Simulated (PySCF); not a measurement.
ZnBrI, SMILES [Zn]([Br])[I].

Geometry optimised at B3LYP-D3(BJ)/def2-SVP. The def2 effective core potentials stand for the cores of I; spin–orbit coupling is left out.

Level of theory: PySCF 2.14.0 with TDDFT-PBE0/def2-SVPD.

Vertical excitations; the highest root listed may be one member of a degenerate set. Isolated molecule, no solvent. State labels are in the subgroup C2v.

| state | symmetry | energy (eV) | λ (nm) | f | main pairs |
|---|---|---|---|---|---|
| S1 | B1 | 4.71 | 263 | 0.008 | HOMO→LUMO (degenerate set) |
| S2 | B2 | 4.71 | 263 | 0.008 | HOMO−1→LUMO (degenerate set) |
| S3 | B2 | 5.42 | 229 | 0.028 | HOMO−2→LUMO (degenerate set) |
| S4 | B1 | 5.42 | 229 | 0.028 | HOMO−3→LUMO (degenerate set) |
| S5 | A2 | 5.99 | 207 | 0.000 | HOMO−1→LUMO+1 50 %, HOMO→LUMO+2 50 % |
| S6 | A2 | 6.01 | 206 | 0.000 | HOMO→LUMO+2, HOMO−1→LUMO+1 (degenerate set) |
| S7 | A1 | 6.01 | 206 | 0.000 | HOMO→LUMO+1, HOMO−1→LUMO+2 (degenerate set) |
| S8 | A1 | 6.13 | 202 | 0.004 | HOMO−4→LUMO 40 %, HOMO−1→LUMO+2 29 %, HOMO→LUMO+1 29 % |
| S9 | A2 | 6.67 | 186 | 0.000 | HOMO−2→LUMO+1 50 %, HOMO−3→LUMO+2 50 % |
| S10 | A2 | 6.70 | 185 | 0.000 | HOMO−3→LUMO+2 50 %, HOMO−2→LUMO+1 50 % |
| T1 | B1 | 4.38 | 283 | 0 | HOMO→LUMO (degenerate set) |
| T2 | B2 | 4.38 | 283 | 0 | HOMO−1→LUMO (degenerate set) |
| T3 | B1 | 5.06 | 245 | 0 | HOMO−3→LUMO (degenerate set) |
| T4 | B2 | 5.06 | 245 | 0 | HOMO−2→LUMO (degenerate set) |
Triplets are in the Tamm–Dancoff approximation, which puts them higher than full response would, so one can lie above its singlet here.
